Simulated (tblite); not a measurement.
Compound: CH7NO2Si2.
Z-matrix (Å and degrees, GFN2-xTB geometry), rows numbered from 1:
```
O 
C   1  1.2137
N   2  1.3319  1  123.16
Si  3  1.7843  2  119.17  1     2.19
Si  4  2.3129  3  110.85  2   -50.13
O   5  1.6157  4  111.57  3    69.31
H   2  1.1052  1  121.53  3  -179.67
H   3  1.0067  2  117.60  1  -179.96
H   4  1.4692  3   98.45  2  -172.87
H   4  1.4707  3  102.97  2    77.64
H   5  1.4739  4  111.24  3   -53.62
H   5  1.4623  4  111.74  3  -175.61
H   6  0.9612  5  118.15  4   -34.97
```

Computed values, GFN2-xTB/tblite, gas phase, harmonic and unscaled. Against measured fundamentals such values can be off by several per cent, at times by over 20. Modes of hydrogen on silicon can be 10 to 20 % off. One conformer, not necessarily the lowest.

Harmonic wavenumbers (cm⁻¹): 43.1, 65.1, 134.0, 151.4, 211.7, 270.8, 382.6, 426.0, 468.6, 494.8, 570.3, 616.4, 618.1, 651.6, 693.0, 727.2, 777.4, 786.5, 814.3, 887.7, 930.6, 935.9, 1172.0, 1354.0, 1384.6, 1725.7, 2147.9, 2185.0, 2206.2, 2258.5, 2783.6, 3469.6, 3525.3.

A = 3225, B = 1833, C = 1286 MHz; mass 121.002 u (most abundant isotopes); point group C1, symmetry number 1.

Problem. What is the zero-point energy?

Solution. Half the sum of the wavenumbers: 17935 cm⁻¹ = 214.55 kJ/mol.

Problem. What is S at 298.15 K and 1 bar for an ideal gas of classical rigid rotors and harmonic oscillators?

Solution. Translation 168.67, rotation 117.73, vibration 105.91: S = 392.3 J/(mol K).

Problem. And Cp and H(298.15 K) − H(0)?

Solution. Cp = 143.67 J/(mol K), of which vibrations give 110.41 (their classical limit is 33 R = 274.4); H(298.15 K) − H(0) = 26.50 kJ/mol without the zero-point energy, 16.58 from vibrations.

Problem. How do the functions run with temperature in this model?

Solution. 
| T (K) | S (J/(mol K)) | Cp (J/(mol K)) | H − H(0) (kJ/mol) | G − H(0) (kJ/mol) | ln q(vib) |
| --- | --- | --- | --- | --- | --- |
| 150 | 314.0 | 88.7 | 9.15 | -37.96 | 2.74 |
| 250 | 368.5 | 127.3 | 19.97 | -72.15 | 4.97 |
| 400 | 438.7 | 171.8 | 42.64 | -132.83 | 8.32 |
| 600 | 515.9 | 208.9 | 81.00 | -228.56 | 12.57 |
| 900 | 607.6 | 242.2 | 149.12 | -397.68 | 18.28 |

q(vib) and H(0) count from the zero-point level.

Problem. Blend soft modes into free rotors: weight 1/[1 + (100 cm⁻¹/ν̃)⁴] for the oscillator and the rest for a rotor with moment μB/(μ + B), μ = h/(8π²ν), B = 10⁻⁴⁴ kg m². What vibrational entropy results?

Solution. 96.18 J/(mol K) in place of 105.91, which changes −T·S at 298.15 K by +2.90 kJ/mol.

Hindered rotation and anharmonicity are outside this model. Other conformers, if any are populated, would add a mixing term that is left out. The structure is chiral; the term R ln 2 for an equal mix with its mirror image is left out.
